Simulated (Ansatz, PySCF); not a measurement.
In(Cl)(SiH3)2 (ClH6InSi2), SMILES [SiH3][In]([SiH3])[Cl].

Geometry optimised at PBE-D3(BJ)/def2-SVP. The structure was generated by enumeration; whether it is a known compound was not checked. The def2 effective core potentials stand for the cores of In; spin–orbit coupling is left out.

Vertical ionisation energy (IE) and electron affinity (EA) in eV. Rows of orbital energies are one-electron estimates. Where ΔSCF, EOM or ADC give a negative EA the extra electron is unbound and the value depends on the basis.

```tsv
level	IE	EA
−ε(HOMO), −ε(LUMO), r2SCAN/def2-TZVP (PySCF)	6.50	2.94
−ε(HOMO), −ε(LUMO), PBE/def2-TZVP (PySCF)	6.26	3.06
ΔSCF, CAM-B3LYP/def2-SVPD (Ansatz), final states of multiplicity 2 and 2	9.14	0.91
ΔSCF, PBE/def2-SVPD (Ansatz), final states of multiplicity 2 and 2	8.71	0.92
```

Question: What vertical singlet–triplet gap does ΔSCF give with CAM-B3LYP/def2-SVPD (Ansatz, an electronic-structure program) and with PBE/def2-SVPD (Ansatz)? (An estimate is asked for; the answer gives what the named calculation found.)

Answer: 3.52 and 3.12 eV (triplet above singlet where positive).
